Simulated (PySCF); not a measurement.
# Identify the compound

Molecular formula: C5H11FSi. Simulated spectra:

¹H NMR (300 MHz, computed): δ 5.38 (m, 1H), 4.63 (m, 1H), 4.58 (m, 1H), 2.58 (m, 1H), 2.40 (m, 1H), 1.32 (s, 3H), 1.20 (s, 3H).

¹³C{¹H} NMR (computed): δ 85.7 (CH), 50.6 (CH2), 31.9 (CH3), 31.1 (CH3), 23.2 (C).

PySCF 2.14 calculation with geometry: GFN2-xTB and shielding tensors at PBE0/pcSseg-1 (GIAO); relativity neglected, equivalent nuclei averaged, one conformer, no solvent.

Scale: TMS for ¹H, ¹³C (reference shieldings calculated alike).

Propose a structure and justify it.

Results:


Rings plus π bonds: 1 (1 ring in the answer). 5 carbon signals for 5 carbons: no two carbons are equivalent. Carbon types of the structure: 1 × C, 1 × CH, 1 × CH2, 2 × CH3, leaving 2 H on heteroatoms. δC 85.7: sp3 CH bonded to F and Si; deshielded by the electronegative neighbour. δC 50.6: sp3 CH2 in a ring; a saturated carbon with 2 carbon neighbours and no heteroatom attached. δC 31.9, 31.1: methyl carbon; saturated and bonded to C and H only. δC 23.2: fully substituted sp3 carbon bonded to Si. δH 5.38: hydrogen on an sp3 CH bonded to F and Si; its carbon carries F, an electronegative neighbour. δH 4.63, 4.58: hydrogen on a silicon bonded to 2 C, in a 4-membered ring. δH 1.32, 1.20: hydrogen on a methyl carbon.

Structure: SMILES CC1(C)C[C@H](F)[SiH2]1.

The data come from this structure; uniqueness wasn't tested.

Splittings by ¹⁹F in the carbon and heteronuclear signals aren't shown, as no couplings were computed. Shifts are as computed. Against solution values, carbons near 30 ppm lie about +3 ppm off and those near 130 ppm about +5 ppm. Of 1309 compounds with measured shifts, 239 miss one by over three times the rms of a fit or turn the order of signals round; such compounds aren't used in these exercises. No couplings were computed; multiplicities are counted from neighbouring protons, with m where these are inequivalent, close in shift, in a saturated or five-membered ring or joined by F or P, and br s for small geminal =CH2 splittings.
